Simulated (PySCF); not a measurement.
A structure optimised at PBE0-D3(BJ)/def2-SVP, used in a PySCF frequency run:

```xyz
11

C     -2.3040     0.3278     0.0823
C     -0.9298     0.3550     0.7066
F     -0.7370    -0.7827     1.4406
C      0.1969     0.4972    -0.3091
Cl     1.7614     0.6358     0.5191
Cl     0.2138    -0.8493    -1.4685
H     -2.3965    -0.5334    -0.5936
H     -3.0597     0.2404     0.8749
H     -2.4980     1.2500    -0.4846
H     -0.8318     1.2198     1.3883
H      0.0609     1.4180    -0.8906
```

### Question
Write its SMILES and formula.

### Answer
C[C@@H](F)C(Cl)Cl, C₃H₅Cl₂F

### Question
What are its rotational constants (standard atomic weights)?

### Answer
2.6077, 1.9024, 1.3476 GHz
